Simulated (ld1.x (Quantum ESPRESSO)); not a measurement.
hafnium: TM pseudisation with PBE, scalar-relativistic reference atom.

- Element: Hf (Z = 72)
- Generator: ld1.x (Quantum ESPRESSO) 7.5
- Type: norm-conserving Troullier–Martins (Kleinman–Bylander form)
- Functional: PBE
- Relativity: scalar-relativistic
- Frozen core: [Kr] 4d10 4f14
- Valence charge: 12
- Reference configuration: 5s2 5p6 5d2 6s0 6p0 (charge +2)
- Partial waves: 5p (bound): rc 1.20 bohr; 5d (bound): rc 2.60 bohr; 5s (bound): rc 1.05 bohr
- Local potential: the s channel
- Core correction: Bessel-smoothed model core, default radius (core density twice the valence density)

What the tests gave:

| Quantity | Value |
| --- | --- |
| Cutoffs needed | 100 Ry and 180 Ry (the cutoffs (Ry, on a coarse ladder) from which the occupation-weighted sum of valence levels, in a spherical-Bessel basis at the reference potential, stays within 10 and 1 mRy of its value at 400 Ry) |
| Ghost test | no extra level below or beside the all-electron valence levels (p, d, s, f tested) (spherical-Bessel basis up to 400 Ry, 20 bohr box) |
| Largest excitation error | +161 meV (all-electron minus pseudo) for 5s2 5p6 5d1 6s2 6p0, out of 7 test configurations |

Generation and tests took about 5.3 s on one core of a shared server CPU.
